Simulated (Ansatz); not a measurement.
CCl$_{2}$FGeNO, SMILES `O=C=[N][Ge]([F])([Cl])[Cl]`: the same geometry under several functionals.

```yaml
crystal:
  periodic: [false, false, false]
  atoms:
    - {symbol: O, position_ang: [-2.260434, 1.297316, 1.380033]}
    - {symbol: C, position_ang: [-1.598896, 0.608669, 0.725544]}
    - {symbol: N, position_ang: [-0.983129, -0.152316, 0.018758]}
    - {symbol: Ge, position_ang: [0.731597, -0.411500, -0.436554]}
    - {symbol: F, position_ang: [0.727100, -1.732471, -1.516743]}
    - {symbol: Cl, position_ang: [1.912191, -0.933923, 1.229697]}
    - {symbol: Cl, position_ang: [1.532770, 1.256226, -1.446534]}
basis:
  gaussian: {orbitals: def2-TZVPP}
hamiltonian: {xc: pbe, dispersion: d4}
output: {forces: true, orbitals: {seedname: orbitals}}
```

```sh
$ ansatz run in.yaml --threads 2 --pin off --events-out ev --progress --plain --max-ram 32768MiB --backend cpu
```

Output, abridged:

```
Functional definition: PBE
1588 factors; their error is unknown
mean field evaluation 1: about -88826.2289 eV, gradient 8.0e1 eV
mean field evaluation 2: about -88789.1806 eV, gradient 1.6e2 eV
mean field evaluation 4: about -88835.7971 eV, gradient 1.7e1 eV
mean field evaluation 8: about -88836.3172 eV, gradient 2.6e-1 eV
mean field evaluation 16: about -88836.2915 eV, gradient 2.4e-3 eV
mean field -88836.29151523 eV, -3264.6734977835 hartree, gradient 7.5e-5 eV, S^2 0.000000; 0 other end points of the search recorded, 0 dependent functions left out
reference -88836.29155194 eV, -3264.6734991326 hartree; 48, 48 occupied and 208, 208 virtual orbitals, 1588 factors
Total energy: -88836.54979788 eV, -3264.6829894961 hartree
Atom 0 at    -2.260434     1.297316     1.380033 Å, force    -0.911366     0.918131     0.876676 eV/Å
Atom 1 at    -1.598896     0.608669     0.725544 Å, force     0.346080    -0.218142    -0.226557 eV/Å
Atom 2 at    -0.983129    -0.152316     0.018758 Å, force     0.085764    -0.617745    -0.514829 eV/Å
Atom 3 at     0.731597    -0.411500    -0.436554 Å, force     0.071784     0.275090     0.215000 eV/Å
Atom 4 at     0.727100    -1.732471    -1.516743 Å, force    -0.006153    -0.599317    -0.489714 eV/Å
Atom 5 at     1.912191    -0.933923     1.229697 Å, force     0.247444    -0.112683     0.355422 eV/Å
Atom 6 at     1.532770     1.256226    -1.446534 Å, force     0.166446     0.354665    -0.215998 eV/Å
Dipole moment:     0.090747     0.095361     0.065261 e Å
```

Hardware: 2 threads of an AMD EPYC 7R13 on a shared host. Wall time 4.2 s, peak host memory 0.58 GiB.

With the line `hamiltonian: {xc: {name: PBE-QIDH}}` and no forces (abridged; 11 s):

```
Functional definition: PBE-QIDH
mean field evaluation 16: about -88810.5844 eV, gradient 7.9e-4 eV
mean field -88810.58437040 eV, -3263.7287776361 hartree, gradient 3.7e-6 eV, S^2 0.000000
23 core orbitals not correlated: weight in the atoms' cores, before any rotation towards them, 1.000 or more for the frozen orbitals, at most 0.000 for the correlated occupied ones
second order -43.67420589 eV of doubles, -0.00000000 eV of singles
Total energy: -88825.14244995 eV, -3264.2637771917 hartree
```

The same input with `hamiltonian: {xc: lda}` and no forces (abridged; 2.1 s):

```
Functional definition: SPW92
mean field evaluation 16: about -88643.2865 eV, gradient 7.4e-5 eV
mean field -88643.28652296 eV, -3257.5806951411 hartree, gradient 3.2e-5 eV, S^2 0.000000
Total energy: -88643.28655716 eV, -3257.5806963978 hartree
```

The same input with `hamiltonian: {xc: r2scan, dispersion: d4}` (abridged; 8.5 s):

```
Functional definition: r2SCAN
mean field evaluation 16: about -88857.3448 eV, gradient 2.5e-3 eV
mean field -88857.34476125 eV, -3265.4471903046 hartree, gradient 5.2e-5 eV, S^2 0.000000
Total energy: -88857.40792205 eV, -3265.4495114210 hartree
Atom 0 force    -0.341337     0.315296     0.305046 eV/Å
Atom 1 force     0.195204    -0.068660    -0.083439 eV/Å
Atom 2 force     0.081696    -0.259358    -0.222780 eV/Å
Atom 3 force     0.005436     0.023704     0.018754 eV/Å
Atom 4 force    -0.007170    -0.034096    -0.027128 eV/Å
Atom 5 force     0.039850    -0.027549     0.052745 eV/Å
Atom 6 force     0.026320     0.050662    -0.043197 eV/Å
Dipole moment:     0.088211     0.097792     0.067607 e Å
```

The same input with `hamiltonian: {xc: {name: wB97M-V}}` (abridged; 21 s):

```
Functional definition: wB97M-V
mean field evaluation 16: about -88856.5548 eV, gradient 4.5e-4 eV
mean field -88856.55478751 eV, -3265.4181593049 hartree, gradient 3.2e-5 eV, S^2 0.000000
Total energy: -88856.55482813 eV, -3265.4181607976 hartree
Atom 0 force    -0.044339     0.063500     0.057876 eV/Å
Atom 1 force    -0.011620     0.000427     0.002184 eV/Å
Atom 2 force     0.026959    -0.057257    -0.050513 eV/Å
Atom 3 force     0.021950     0.062157     0.047944 eV/Å
Atom 4 force     0.008804    -0.067916    -0.057109 eV/Å
Atom 5 force    -0.001774     0.005080    -0.006766 eV/Å
Atom 6 force     0.000019    -0.005990     0.006383 eV/Å
Dipole moment:     0.105257     0.105867     0.071774 e Å
```

The same input with `hamiltonian: {xc: {name: wB97X-V}}` and no forces (abridged; 15 s):

```
Functional definition: wB97X-V
mean field evaluation 16: about -88851.1529 eV, gradient 4.2e-4 eV
mean field -88851.15286400 eV, -3265.2196422775 hartree, gradient 3.8e-5 eV, S^2 0.000000
Total energy: -88851.15286232 eV, -3265.2196422158 hartree
```
